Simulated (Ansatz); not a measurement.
`CO[SiH](F)OC` + `C#CCC` → `C#CC(C)C` + `CO[SiH](O)F`  (formal exchange of groups at a C–O bond)

Gas-phase electronic energies from Ansatz, PBE0-D4/def2-TZVP geometries. CBS: MP2 limit from def2 TZ/QZ plus the TZ coupled-cluster correction, frozen cores. Functionals use def2-TZVPP. One conformer a species, not always the lowest.

CCSD(T)/CBS gives -14.8 kcal/mol.

(1) Another level gave -13.7 kcal/mol. Which?
A. PBE-QIDH/def2-TZVPP
B. revPBE/def2-TZVPP
C. HF/def2-TZVPP
D. ωB97M-V/def2-TZVPP

Largest T1 diagnostic among the species: 0.011.

Results:

(1) D. ωB97M-V -13.7, revPBE -12.2, PBE-QIDH -14.8, HF/def2-TZVPP -10.8 kcal/mol.

Leaving LDA and LC-ωPBE aside and taking each functional with its dispersion term where it has one, the values, not all of them listed here, spread over 3.2 kcal/mol, from PBE-QIDH to BLYP-D4. LDA lies −1.6 kcal/mol from PBE without D4. From BLYP to BHLYP (50 % exact exchange), in def2-TZVPP and without D4, ΔE moves by −1.0 kcal/mol.
